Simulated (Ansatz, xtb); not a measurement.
C3HClFNS: which of two isomers lies lower

Structure X is `Fc1csc(Cl)n1`, a singlet and structure Y is `Fc1scnc1Cl`, a singlet. Both are isolated molecules in the gas phase, relaxed with B3LYP/def2-SVP.

**Question.** Which of the two would you expect CCSD(T)/def2-SVP + ΔMP2/def2-TZVPP electronic energies to favour?

**Answer.** Structure X; the calculation gives E(Y) − E(X) = +34.3 kJ/mol.

The same difference at several levels:

```json
{"level": "GFN2-xTB", "geometry": "GFN2-xTB", "E(Y) − E(X) (kJ/mol)": "+18.2", "departure from the last row (kJ/mol)": "−16.1", "job, with rough time for the two": "optimisation, 0.15 s"}
{"level": "HF/STO-3G", "geometry": "GFN2-xTB", "E(Y) − E(X) (kJ/mol)": "+4.8", "departure from the last row (kJ/mol)": "−29.4", "job, with rough time for the two": "single point, 0.5 s"}
{"level": "r2SCAN-D4/def2-SVP", "geometry": "GFN2-xTB", "E(Y) − E(X) (kJ/mol)": "+38.2", "departure from the last row (kJ/mol)": "+4.0", "job, with rough time for the two": "single point, 5 s"}
{"level": "B3LYP/def2-SVP", "geometry": "B3LYP/def2-SVP", "E(Y) − E(X) (kJ/mol)": "+36.5", "departure from the last row (kJ/mol)": "+2.2", "job, with rough time for the two": "optimisation, 40 s"}
{"level": "HF/def2-SVP", "geometry": "B3LYP/def2-SVP", "E(Y) − E(X) (kJ/mol)": "+41.6", "departure from the last row (kJ/mol)": "+7.3", "job, with rough time for the two": "part of the CCSD(T) run"}
{"level": "MP2/def2-SVP", "geometry": "B3LYP/def2-SVP", "E(Y) − E(X) (kJ/mol)": "+37.7", "departure from the last row (kJ/mol)": "+3.5", "job, with rough time for the two": "part of the CCSD(T) run"}
{"level": "CCSD(T)/def2-SVP", "geometry": "B3LYP/def2-SVP", "E(Y) − E(X) (kJ/mol)": "+35.6", "departure from the last row (kJ/mol)": "+1.3", "job, with rough time for the two": "single point"}
{"level": "CCSD(T)/def2-SVP + ΔMP2/def2-TZVPP", "geometry": "B3LYP/def2-SVP", "E(Y) − E(X) (kJ/mol)": "+34.3", "departure from the last row (kJ/mol)": "", "job, with rough time for the two": "single point, 43 s"}
```

As drawn, both hold the same kinds of bond in the same numbers.

The levels shown agree on the order. The largest departure from CCSD(T)/def2-SVP + ΔMP2/def2-TZVPP is that of HF/STO-3G, 29.4 kJ/mol. The last row adds to CCSD(T) the change of the MP2 difference between the two basis sets, here −1.3 kJ/mol.

With thermal terms from frequencies at re-optimised GFN2-xTB minima (ideal gas, soft modes damped towards free rotors, one conformer each, 298.15 K, 1 atm): the zero-point term adds 0.0 kJ/mol; ΔH is +34.4 and ΔG +34.0 kJ/mol.

The correlated steps freeze 15 core orbitals. Codes used: Ansatz 0.2.0, xtb 6.7.1; the last row on 2 threads of Arm Neoverse V1 on a shared host.
